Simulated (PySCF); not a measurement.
Atom-mapped SMILES (the numbers label the heavy atoms): `[F:1][C:2]([F:3])=[C:4]([F:5])[C:6]([F:7])=[C:8]([F:9])[F:10]`.

GIAO PBE0/pcSseg-1 shifts (PySCF, gas phase, non-relativistic, equivalent atoms averaged), each against references optimised in the same way as the molecule (CFCl3, TMS).

On the GFN2-xTB geometry: F3/F10 -96.0, F1/F9 -113.3, F5/F7 -215.8, C2/C8 165.5, C4/C6 130.2 ppm.

Question: What changes on the PBE0-D3(BJ)/def2-SVP geometry?

Answer: 
```csv
atoms,δ (ppm),change
F3/F10,-95.3,+0.7
F1/F9,-112.5,+0.8
F5/F7,-212.6,+3.2
C2/C8,160.7,-4.8
C4/C6,126.6,-3.6
```

Unscaled 19F shifts against computed CFCl3 carry errors that often reach 10 to 50 ppm.

Bonds between heavy atoms that differ most (equivalent bonds averaged): C2–F3 1.316 → 1.305 Å, F1–C2 1.315 → 1.303 Å, C4–F5 1.340 → 1.331 Å.
